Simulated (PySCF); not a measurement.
Electron correlation in Hf (hafnium, neutral)

[Xe] 4f14 5d3 6s1, high-spin 5F determinant (an excited configuration). Computed with PySCF 2.14 in aug-cc-pwCVDZ-PP with ECP60MDF, with scalar relativity through the core potential. Frozen: 5s2 5p6; 4 electrons correlated.

```csv
level,correlation energy (mhartree)
CCSD,-36.27
(T),-0.84
CCSD(T),-37.11
```

Diagnostics: T1 = 0.010, D1 = 0.0156, largest double amplitude 0.033.

Spin-orbit coupling, absent here, splits the open shell strongly.

Cost of the coupled-cluster step: about 6 core-seconds, for 4 correlated electrons.
